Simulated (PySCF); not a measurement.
Species: C6H9NO.
Numbering: `[CH3:1][C:2]#[C:3][CH2:4][NH:5][C:6]([CH3:7])=[O:8]` (hydrogens: H9, H10, H11 on C1; H12, H13 on C4; H14 on N5; H15, H16, H17 on C7)

Computed with PySCF at CAM-B3LYP/def2-SVPD, non-relativistic, on one gas-phase PBE0-D3(BJ)/def2-SVP geometry that isn't relaxed in the solvent. The solvent is an IEF-PCM continuum (Bondi radii, 1.10 Å for H, scaled by 1.2), and excitations are vertical TDDFT with non-equilibrium linear response and a frozen core. The model holds no explicit solvent molecules, cavitation or dispersion.

Gas-phase singlets (H = HOMO, L = LUMO):

```json
{"state": "S1", "E (eV)": "5.805", "λ (nm)": "214", "f": "0.001", "leading configuration": "H-2→L+2 29%"}
{"state": "S2", "E (eV)": "6.318", "λ (nm)": "196", "f": "0.004", "leading configuration": "H-1→L+4 16%"}
{"state": "S3", "E (eV)": "6.649", "λ (nm)": "186", "f": "0.023", "leading configuration": "H→L 32%"}
{"state": "S4", "E (eV)": "6.804", "λ (nm)": "182", "f": "0.005", "leading configuration": "H→L 30%"}
{"state": "S5", "E (eV)": "6.859", "λ (nm)": "181", "f": "0.001", "leading configuration": "H-1→L+5 15%"}
```

How does the list change in acetonitrile (ε = 35.69)?

```json
{"state": "S1", "E (eV)": "6.043", "λ (nm)": "205", "f": "0.001", "leading configuration": "H-2→L+1 27%", "change by rank (eV)": "+0.238"}
{"state": "S2", "E (eV)": "6.399", "λ (nm)": "194", "f": "0.005", "leading configuration": "H→L+4 34%", "change by rank (eV)": "+0.081"}
{"state": "S3", "E (eV)": "6.735", "λ (nm)": "184", "f": "0.026", "leading configuration": "H→L 26%", "change by rank (eV)": "+0.086"}
{"state": "S4", "E (eV)": "6.894", "λ (nm)": "180", "f": "0.012", "leading configuration": "H→L 44%", "change by rank (eV)": "+0.090"}
{"state": "S5", "E (eV)": "6.919", "λ (nm)": "179", "f": "0.001", "leading configuration": "H-1→L+5 44%", "change by rank (eV)": "+0.060"}
```

What are the lowest 5 singlets in dimethylsulfoxide (ε = 46.83)?

| state | E (eV) | λ (nm) | f | leading configuration | change by rank (eV) |
| --- | --- | --- | --- | --- | --- |
| S1 | 6.045 | 205 | 0.001 | H-2→L+1 28% | +0.240 |
| S2 | 6.398 | 194 | 0.005 | H→L+4 34% | +0.080 |
| S3 | 6.732 | 184 | 0.028 | H→L 26% | +0.083 |
| S4 | 6.887 | 180 | 0.013 | H→L 43% | +0.083 |
| S5 | 6.916 | 179 | 0.001 | H-1→L+5 44% | +0.057 |

How do the frontier levels move from gas to dimethylsulfoxide?

```tsv
orbital	gas (eV)	solvent (eV)	change (eV)
LUMO+2	1.69	1.67	-0.02
LUMO+1	1.43	1.63	+0.20
LUMO	1.02	1.17	+0.15
HOMO	-8.57	-8.62	-0.05
HOMO-1	-8.89	-8.93	-0.04
HOMO-2	-8.99	-9.15	-0.16
HOMO-3	-9.41	-9.53	-0.12
```

The HOMO–LUMO gap goes from 9.58 to 9.79 eV. Rows go by rank; for HOMO-2, HOMO-1, HOMO, LUMO, LUMO+1 and LUMO+2 the atom shares or the degeneracy differ between the runs, so the row needn't follow one orbital.

The values belong to the conformer `[CH3:1][C:2]#[C:3][CH2:4][NH:5][C:6]([CH3:7])=[O:8]`: C3–C4–N5–C6 -122°, C4–N5–C6–C7 176°.
